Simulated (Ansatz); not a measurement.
Si₂F₃. The state is a doublet with charge 0. Geometry PBE-D4/def2-SVPD, that of the charge -1 singlet.

Cartesian coordinates in Å:
```
Si -0.433 -0.215 0.357
Si 0.357 0.556 -1.615
F 0.109 -0.527 1.942
F 2.027 0.868 -1.204
F -2.060 -0.682 0.520
```

The structure comes from a short search, and lower isomers may exist.

(1) Estimate the α-spin orbital energies around the gap (eV) in Ansatz with PBE-D4/def2-TZVPD, r2SCAN-D4/def2-TZVPD, PBE0-D4/def2-TZVPD.

## Answers

(1) 
```tsv
orbital	PBE-D4/def2-TZVPD	r2SCAN-D4/def2-TZVPD	PBE0-D4/def2-TZVPD
HOMO−5	-10.44	-10.97	-12.50
HOMO−4	-10.29	-10.76	-12.30
HOMO−3	-10.15	-10.62	-12.16
HOMO−2	-9.96	-10.43	-11.88
HOMO−1	-7.17	-7.34	-8.25
HOMO	-5.98	-6.34	-7.04
LUMO	-3.27	-3.06	-2.47
LUMO+1	-2.86	-2.84	-2.22
LUMO+2	-2.80	-2.57	-1.98
LUMO+3	-0.14	0.40	0.47
LUMO+4	0.17	0.73	0.95
LUMO+5	0.51	1.34	1.00
β HOMO	-6.90	-7.05	-7.97
β LUMO	-4.85	-4.60	-4.04
```
